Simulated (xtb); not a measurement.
B(H)(OH)(PH2) (BH4OP), SMILES OBP. All values are semi-empirical tight-binding results from xtb (GFN2-xTB unless named), good for trends rather than for accurate numbers. Geometry: GFN2-xTB. The values are those of a single conformer.

Optimised geometry:

Bond lengths (Å): B1–H2 1.173, B1–O3 1.318, B1–P5 1.954, O3–H4 0.960, P5–H6 1.384, P5–H7 1.384. Angles (°): H2–B1–O3 116.2, H2–B1–P5 121.3, O3–B1–P5 122.5, B1–O3–H4 119.3, B1–P5–H6 94.5, B1–P5–H7 94.3, H6–P5–H7 91.4.
Charge 0, spin multiplicity 1.

The geometry has at least one imaginary mode, so it is a saddle point at that level.

```
Quantity                                           Value
-----------------------------------------  -------------
point group as xtb finds it                           Cs
orbital gap                                      3.80 eV
static polarisability (D4 model)              46.2 bohr³
solvation energy, GFN2-xTB/ALPB(water)     -4.4 kcal/mol
solvation energy, GFN2-xTB/ALPB(methanol)  -5.5 kcal/mol
```

Computed atomic charges and the Wiberg bond orders between heavy atoms:
charges (e) B1 0.35, H2 -0.08, O3 -0.40, H4 0.32, P5 -0.28, H6 0.05, H7 0.05. Bond orders B1–O3 1.38, B1–P5 0.94.
